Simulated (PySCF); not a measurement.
How methods differ on the ionisation energy of Rb

Rb [Kr] 5s1 (2S) → Rb⁺ [Kr] (1S), as a difference of total energies. Calculation: PySCF 2.14, in cc-pVDZ-X2C; scalar relativity by spin-free X2C-1e. The calculations carry no spin-orbit coupling.

| method | ionisation energy (eV) | error (eV) |
| --- | --- | --- |
| UHF | 3.803 | -0.374 |
| B3LYP | 4.310 | +0.133 |
| PBE0 | 4.193 | +0.016 |

Reference: 4.177 eV (measured; NIST Atomic Spectra Database, ionization energies).
